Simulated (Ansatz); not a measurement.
`FB(CCl)[SiH2]S` + `[CH3][GeH2][F]` → `[F][GeH2][SiH2]S` + `CB(F)CCl`  (redistribution)

Calculated with Ansatz (gas phase, PBE0-D4/def2-TZVP geometries, no zero-point term in ΔE). CBS: MP2 limit from def2 TZ/QZ plus the TZ coupled-cluster correction, frozen cores. For Ge outer-core shells are correlated without core-valence functions, which leaves a few kJ/mol of doubt a bond. Scalar relativity is left out up to krypton. Each species was taken in one conformer, which may not be the lowest.

| species | CCSD(T)/CBS(def2) energy (Eh) |
| --- | --- |
| `FB(CCl)[SiH2]S` | -1312.35603 |
| `[CH3][GeH2][F]` | -2217.00316 |
| `[F][GeH2][SiH2]S` | -2865.82091 |
| `CB(F)CCl` | -663.55384 |

Work out ΔE.

ΔE = (-2865.82091) + (-663.55384) − (-1312.35603) − (-2217.00316) = -0.01556 Eh = -0.42 eV.

Largest T1 diagnostic among the species: 0.013.

In def2-TZVPP, CCSD(T) changes the Hartree–Fock value by +0.13 eV (the triples alone add +0.03 eV) and MP2 by +0.15 eV. The D4 term adds +0.05 eV with B3LYP and +0.03 eV with PBE0; it sums over pairs of atoms, weighted by their polarisabilities, and B3LYP, whose exchange is more repulsive, gets the larger term.

B3LYP here is the variant with VWN-RPA as its local correlation; programs differ in this.
